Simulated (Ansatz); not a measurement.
Process, species as SMILES: C/C=C\CCC -> C/C=C\[CH]CC + H atom (the C-H bond at the site shown breaks; other sites are not compared here)
Structures are relaxed separately at B3LYP-D3(BJ)/def2-TZVP in Ansatz (a first-principles code), one conformer each, not searched for the lowest. Frequencies are from Ansatz. Markedly spin-contaminated UHF reference, which strains HF, MP2 and, less, CCSD(T): C/C=C\[CH]CC.

Wanted: bond dissociation energy (0 K, with B3LYP-D3(BJ) harmonic zero-point energies), in kcal/mol. Valence correlation only, unless marked. UHF or UKS for open shells. No spin-orbit coupling. Non-relativistic. 

| level | program | bond dissociation energy (kcal/mol) |
|---|---|---|
| HF/cc-pVDZ | Ansatz | 58.9 |
| PBE-D3(BJ)/def2-TZVPD | Ansatz + dftd3 | 79.7 |
| revPBE/def2-TZVPD | Ansatz | 78.5 |
| PBE0/STO-3G | Ansatz | 109.0 |
| PBE0-D3(BJ)/def2-TZVPD | Ansatz + dftd3 | 80.6 |
| PBE0/def2-TZVP | Ansatz | 80.8 |
| CAM-B3LYP-D3(BJ)/def2-TZVPD | Ansatz + dftd3 | 83.1 |
| LC-wPBE-D3(BJ)/def2-TZVPD | Ansatz + dftd3 | 81.9 |
| wB97M-V/def2-TZVPD | Ansatz | 85.0 |
| B2GP-PLYP/def2-TZVPD | Ansatz | 84.2 |
| MP2/6-31G* | Ansatz | 84.6 |
| CCSD/cc-pVDZ | Ansatz | 82.5 |
| CCSD(T)/STO-3G | Ansatz | 102.1 |
| CCSD(T)/cc-pVTZ | Ansatz | 85.8 |
